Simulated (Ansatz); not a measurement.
```yaml
crystal:
  periodic: [false, false, false]
  atoms:
    - {symbol: C, position_ang: [0.464290, -1.038082, 1.440958]}
    - {symbol: C, position_ang: [0.700209, 0.365866, 0.906435]}
    - {symbol: In, position_ang: [-0.288857, 0.754161, -0.966368]}
    - {symbol: S, position_ang: [-1.618693, -0.907934, -2.064525]}
    - {symbol: S, position_ang: [-0.198143, 2.820451, -2.160319]}
    - {symbol: H, position_ang: [-0.595967, -1.234543, 1.619354]}
    - {symbol: H, position_ang: [0.984719, -1.191957, 2.391631]}
    - {symbol: H, position_ang: [0.824245, -1.804378, 0.749728]}
    - {symbol: H, position_ang: [1.763270, 0.560038, 0.743044]}
    - {symbol: H, position_ang: [0.348931, 1.126904, 1.607792]}
    - {symbol: H, position_ang: [-1.401758, -1.829080, -1.110213]}
    - {symbol: H, position_ang: [-0.982245, 2.378554, -3.157518]}
basis:
  gaussian: {orbitals: def2-SVPD, fitting: {mean_field: def2-universal-jkfit}}
hamiltonian: {xc: {name: HF}}
correlation: {method: mp2, frozen_orbitals: {C: 0}}
```

```sh
$ ansatz run in.yaml --threads 4 --pin off --events-out ev --progress --plain --max-ram 10444MiB
```

Output, abridged:

```
Functional definition: HF
Error: "frozen_orbitals" has no count for In
```

(1) What is wrong with this run?

Answers

(1) Frozen orbitals are typed for one element alone, and the program wants a count for each. The input was rejected before any iteration.
